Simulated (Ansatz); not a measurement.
Geometry optimisation, RKS B3LYP-D4/def2-SVP in Ansatz 0.2.0.

input.yaml

```yaml
crystal:
  periodic: [false, false, false]
  atoms:
    - { symbol: Si, position_ang: [-0.083453, -0.246807, -0.944984] }
    - { symbol: H, position_ang: [-1.099699, 1.702092, 0.668899] }
    - { symbol: F, position_ang: [-1.503157, 0.462603, -1.237536] }
    - { symbol: F, position_ang: [1.046341, 0.805452, -1.402794] }
    - { symbol: F, position_ang: [-0.003527, -1.500152, -1.953578] }
    - { symbol: H, position_ang: [-0.717412, 1.737778, 1.25592] }
    - { symbol: As, position_ang: [0.08536, -0.950624, 1.253998] }
    - { symbol: H, position_ang: [1.062308, -2.056217, 0.848157] }
    - { symbol: H, position_ang: [1.213339, 0.045975, 1.511818] }
basis:
  gaussian: { orbitals: def2-SVP }
hamiltonian:
  xc: b3lyp
  dispersion: d4
relax:
  f_tol: 0.03
  max_steps: 50
output:
  orbitals: {}
```

Launched with:

```bash
$ ansatz run input.yaml --threads 2 --pin off --max-ram 3072MiB --backend cpu --events-out ev --progress --plain --runs-dir out
```

Problem. Where does it end, and by what steps?

Solution. It converged. The force dipped under the threshold on the way, but the program's further checks kept it going. After 16 steps the energy has fallen by 0.184 eV; H6 moved furthest, 0.92 Å.

| step | energy less start (eV) | largest force component (eV/Å) | accepted |
| --- | --- | --- | --- |
| 0 | 0.0000 | 2.060 | yes |
| 1 | -0.1343 | 0.118 | yes |
| 2 | -0.1533 | 0.113 | yes |
| 3 | -0.1569 | 0.184 | yes |
| 4 | -0.1607 | 0.165 | yes |
| 5 | -0.1637 | 0.213 | yes |
| 6 | -0.1683 | 0.148 | yes |
| 7 | -0.1776 | 0.036 | yes |
| 8 | -0.1807 | 0.025 | yes |
| 9 | -0.1688 | 0.441 | no |
| 10 | -0.1817 | 0.089 | yes |
| 11 | -0.1816 | 0.087 | no |
| 12 | -0.1828 | 0.021 | yes |
| 13 | -0.1831 | 0.024 | yes |
| 14 | -0.1835 | 0.050 | yes |
| 15 | -0.1837 | 0.041 | yes |
| 16 | -0.1843 | 0.024 | yes |

```xyz
9
Properties=species:S:1:pos:R:3
Si 0.068 -0.412 -1.078
H -1.403 1.957 0.931
F -0.950 0.836 -1.184
F 1.452 0.068 -1.745
F -0.519 -1.583 -2.012
H -1.427 2.172 1.661
As 0.234 -1.150 1.143
H 1.477 -1.966 0.784
H 1.068 0.079 1.499
```

The run took 43 s on 2 threads of Intel(R) Xeon(R) Platinum 8375C CPU @ 2.90GHz (Ice Lake) (shared host), peak memory 0.29 GiB.
